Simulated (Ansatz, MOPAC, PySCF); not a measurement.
Pair of molecules: C2H4 (SMILES C=C) (first 6 atoms) with C2H6 (SMILES CC); geometry from B3LYP-D3(BJ)/def2-TZVP, rigid monomers moved along the line of their centres of mass till C1···H11 is 2.74 Å.
(charge 0, multiplicity 1):
```xyz
14

C      0.246     0.637    -0.026
C     -0.248    -0.567     0.221
H     -0.387     1.514    -0.072
H      1.305     0.795    -0.193
H      0.385    -1.444     0.269
H     -1.306    -0.725     0.391
C      0.348     0.657     3.664
C     -0.346    -0.699     3.583
H      1.320     0.577     4.155
H     -0.248     1.375     4.231
H      0.511     1.071     2.668
H      0.249    -1.413     3.011
H     -1.318    -0.616     3.092
H     -0.511    -1.123     4.575
```

Interaction energies are E(AB) − E(A) − E(B) at the monomers' geometry in the complex; basis-set methods are counterpoise corrected. Rows marked so take none.

Frozen-core correlation. Rows in 3-21G, 6-31G*, STO-3G carry no dispersion term and start afresh at each structure (6-31G* with six Cartesian d functions). MP2/6-31G* freezes PySCF's default core. The state reached by PM3, PM6, PM7 isn't checked; PM7 holds dispersion and hydrogen-bond terms.

Programs: Ansatz (a program for electronic structure) with Gaussian orbitals; MOPAC for PM3, PM6, PM7 (differences of heats of formation); PySCF for 3-21G rows, 6-31G* rows, STO-3G rows, the dispersion terms. 

Other levels give for the interaction energy: PBE/def2-TZVPPD 26.5; B3LYP/def2-TZVPPD 71.0; B3LYP-D3(BJ)/def2-TZVPPD -25.6; wB97M-V/def2-TZVPPD -20.8; CCSD(T)/aug-cc-pVDZ -6.3 meV.

Common cheap choices:

| level | interaction energy (meV) |
|---|---|
| PM3 | -16.6 |
| PM6 | -5.6 |
| PM7 | -44.9 |
| HF/STO-3G (no counterpoise) | 46.0 |
| HF/3-21G (no counterpoise) | 43.0 |
| HF/6-31G* (no counterpoise) | 73.9 |
| BP86/6-31G* (no counterpoise) | 46.4 |
| MP2/6-31G* (no counterpoise) | -16.9 |
